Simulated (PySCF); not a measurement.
Ir(OH)3 (H3IrO3), SMILES [OH][Ir]([OH])[OH] (connectivity only; charge and spin as stated), neutral, multiplicity 3.

The structure is a stationary point at r2SCAN-D4/def2-SVP. The multiplicity is an assumed one; other spin states were not compared. The def2 effective core potentials stand for the cores of Ir; spin–orbit coupling is left out. The values are those of a single conformer.

The numbers are results of TDA-LC-ωPBE/def2-SVPD (PySCF), not measurements.

Vertical excitations. Isolated molecule, no solvent.

```json
[
 {"state": "root 1", "energy (eV)": "0.80", "λ (nm)": "1548", "f": "0.000", "main pairs": "β HOMO→LUMO 66 %, β HOMO→LUMO+1 21 %, β HOMO−1→LUMO+1 11 %"},
 {"state": "root 2", "energy (eV)": "0.90", "λ (nm)": "1371", "f": "0.000", "main pairs": "β HOMO−1→LUMO 54 %, β HOMO→LUMO+1 30 %, β HOMO−1→LUMO+1 11 %"},
 {"state": "root 3", "energy (eV)": "1.17", "λ (nm)": "1058", "f": "0.000", "main pairs": "β HOMO→LUMO+1 42 %, β HOMO−1→LUMO 39 %, β HOMO→LUMO 9 %"},
 {"state": "root 4", "energy (eV)": "1.38", "λ (nm)": "901", "f": "0.001", "main pairs": "β HOMO−1→LUMO+1 67 %, β HOMO→LUMO 20 %"},
 {"state": "root 5", "energy (eV)": "2.13", "λ (nm)": "583", "f": "0.000", "main pairs": "α HOMO−3→LUMO 34 %, β HOMO−1→LUMO+2 57 %"},
 {"state": "root 6", "energy (eV)": "2.16", "λ (nm)": "574", "f": "0.002", "main pairs": "α HOMO→LUMO 90 %"},
 {"state": "root 7", "energy (eV)": "2.28", "λ (nm)": "544", "f": "0.000", "main pairs": "α HOMO−2→LUMO 34 %, β HOMO→LUMO+2 53 %"},
 {"state": "root 8", "energy (eV)": "2.73", "λ (nm)": "454", "f": "0.001", "main pairs": "α HOMO−1→LUMO 83 %"},
 {"state": "root 9", "energy (eV)": "2.88", "λ (nm)": "431", "f": "0.003", "main pairs": "α HOMO−2→LUMO 56 %, β HOMO→LUMO+2 37 %"},
 {"state": "root 10", "energy (eV)": "3.15", "λ (nm)": "393", "f": "0.003", "main pairs": "α HOMO−3→LUMO 57 %, β HOMO−1→LUMO+2 33 %"}
]
```
Unrestricted roots are not spin-pure.
